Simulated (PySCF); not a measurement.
Molecule: SMILES O=C([O-])c1ccc(F)o1, [C5H2FO3]-.

Bonds (- single, = double, # triple, : aromatic): O1=C2, C2-O3, C2-C4, C4:C5, C5:C6, C6:C7, C7-F8, C7:O9, O9:C4. C5 carries H10; C6 carries H11. Formal charges: O3 -1.

Total charge -1.

Frames of a GFN2-xTB Langevin trajectory at 300 K; GIAO PBE0/pcSseg-1 shieldings in PySCF 2.14, gas phase, non-relativistic; equivalent atoms averaged within each frame.

Shifts are taken against calculated references (same method and geometry level): H2O for 17O (σref 336.08); 13C (σref 186.93) and 1H (σref 31.72) vs TMS; 19F (σref 170.95) vs CFCl3. The references are static minima.

Question: How do the shifts (ppm) fluctuate along the trajectory?

Answer: 
```csv
time (fs),O9,O1/O3,C4,C7,C2,C5,C6,F8,H10,H11
250,315.0,300.6,173.3,163.5,152.4,112.2,82.1,-145.0,6.56,4.83
425,287.0,314.5,161.6,161.6,158.2,110.9,82.9,-130.3,5.98,5.83
625,279.0,338.0,166.2,159.2,166.7,109.9,82.8,-130.3,6.28,5.38
800,294.4,311.4,160.6,164.2,156.2,114.0,89.9,-123.2,7.06,5.80
1000,287.4,349.0,152.9,158.6,165.4,116.2,93.9,-139.2,7.04,5.39
mean of frames,292.6,322.7,162.9,161.4,159.8,112.6,86.3,-133.6,6.58,5.45
standard deviation,13.7,20.0,7.5,2.5,6.1,2.5,5.3,8.5,0.47,0.41
```

5 frames give an uncertainty of the mean of about the standard deviation over 2.2 at best, since frames this close in time may not be independent; classical motion lacks zero-point vibration, and the reference would need the same averaging.
